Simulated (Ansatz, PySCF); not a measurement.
chlorocyclobutane (C4H7Cl), SMILES C1CC(Cl)C1. Atoms are numbered in the order given.

```xyz
12

Cl     1.8053     0.1328     0.0000
C      0.0567     0.5512     0.0000
C     -0.8414    -0.0690    -1.0797
C     -1.9500    -0.1440     0.0000
C     -0.8414    -0.0690     1.0797
H      0.0030     1.6504     0.0000
H     -1.0176     0.5089    -1.9998
H     -0.4762    -1.0734    -1.3447
H     -2.5820     0.7581     0.0000
H     -2.6013    -1.0310     0.0000
H     -1.0176     0.5089     1.9998
H     -0.4762    -1.0734     1.3447
```

The structure is a stationary point at r2SCAN-D4/def2-SVP.

Two levels are set side by side: PBE-D3(BJ)/def2-SVP (Ansatz, a quantum-chemistry and plane-wave program) and r2SCAN-D4/def2-SVP (Ansatz). Each level has its own optimised geometry; the coordinates shown are those of the second. Frequencies come from the Hessian of PySCF at each geometry. Differences are taken from unrounded values.

```json
[
 {"quantity": "mean bond length (Å)", "r2SCAN-D4": "1.306", "PBE-D3(BJ)": "1.312", "PBE-D3(BJ) minus r2SCAN-D4": "0.006"},
 {"quantity": "bond Cl1–C2 (Å)", "r2SCAN-D4": "1.798", "PBE-D3(BJ)": "1.800", "PBE-D3(BJ) minus r2SCAN-D4": "0.002"},
 {"quantity": "bond C2–C3 (Å)", "r2SCAN-D4": "1.535", "PBE-D3(BJ)": "1.541", "PBE-D3(BJ) minus r2SCAN-D4": "0.006"},
 {"quantity": "bond C2–C5 (Å)", "r2SCAN-D4": "1.535", "PBE-D3(BJ)": "1.541", "PBE-D3(BJ) minus r2SCAN-D4": "0.006"},
 {"quantity": "bond C3–C4 (Å)", "r2SCAN-D4": "1.549", "PBE-D3(BJ)": "1.553", "PBE-D3(BJ) minus r2SCAN-D4": "0.004"},
 {"quantity": "bond C4–C5 (Å)", "r2SCAN-D4": "1.549", "PBE-D3(BJ)": "1.553", "PBE-D3(BJ) minus r2SCAN-D4": "0.004"},
 {"quantity": "bond C2–H6 (Å)", "r2SCAN-D4": "1.101", "PBE-D3(BJ)": "1.108", "PBE-D3(BJ) minus r2SCAN-D4": "0.007"},
 {"quantity": "bond C3–H7 (Å)", "r2SCAN-D4": "1.101", "PBE-D3(BJ)": "1.108", "PBE-D3(BJ) minus r2SCAN-D4": "0.007"},
 {"quantity": "bond C3–H8 (Å)", "r2SCAN-D4": "1.101", "PBE-D3(BJ)": "1.108", "PBE-D3(BJ) minus r2SCAN-D4": "0.007"},
 {"quantity": "bond C4–H9 (Å)", "r2SCAN-D4": "1.101", "PBE-D3(BJ)": "1.108", "PBE-D3(BJ) minus r2SCAN-D4": "0.007"},
 {"quantity": "bond C4–H10 (Å)", "r2SCAN-D4": "1.100", "PBE-D3(BJ)": "1.107", "PBE-D3(BJ) minus r2SCAN-D4": "0.007"},
 {"quantity": "bond C5–H11 (Å)", "r2SCAN-D4": "1.101", "PBE-D3(BJ)": "1.108", "PBE-D3(BJ) minus r2SCAN-D4": "0.007"},
 {"quantity": "bond C5–H12 (Å)", "r2SCAN-D4": "1.101", "PBE-D3(BJ)": "1.108", "PBE-D3(BJ) minus r2SCAN-D4": "0.007"},
 {"quantity": "highest harmonic wavenumber (cm⁻¹)", "r2SCAN-D4": "3145", "PBE-D3(BJ)": "3079", "PBE-D3(BJ) minus r2SCAN-D4": "-67"},
 {"quantity": "mean harmonic wavenumber (cm⁻¹)", "r2SCAN-D4": "1482", "PBE-D3(BJ)": "1446", "PBE-D3(BJ) minus r2SCAN-D4": "-36"},
 {"quantity": "zero-point energy (kcal/mol)", "r2SCAN-D4": "63.58", "PBE-D3(BJ)": "62.03", "PBE-D3(BJ) minus r2SCAN-D4": "-1.55"}
]
```
